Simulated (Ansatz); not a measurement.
Consider the ligand exchange at the Al–C bond: `[AlH2][CH2][InH2]` + `NB(O)F` → `OB(F)[NH][AlH2]` + `[CH3][InH2]`.

Gas-phase electronic energies from Ansatz, PBE0-D4/def2-TZVP geometries. CCSD(T)/CBS adds triple-zeta CCSD(T) − MP2 to the extrapolated MP2 energy (def2 sets, frozen cores). Functionals use def2-TZVPP. def2 core potentials past Kr. For In outer-core shells are correlated without core-valence functions, which leaves a few kJ/mol of doubt a bond. Each species was taken in one conformer, which may not be the lowest.

```csv
level,ΔE (eV)
revPBE-D4,-0.79
r2SCAN0,-0.83
```

**Question.** What does CCSD(T)/CBS give? (Estimate.)

**Answer.** Computed: -0.81 eV. The listed levels differ from it by 0.02, -0.02 eV.

Largest T1 diagnostic among the species: 0.013.

Leaving LDA and LC-ωPBE aside and taking each functional with its dispersion term where it has one, the values, not all of them listed here, spread over 0.12 eV, from CAM-B3LYP-D4 to PBE-D4. From BLYP to BHLYP (50 % exact exchange), in def2-TZVPP and without D4, ΔE moves by −0.04 eV.
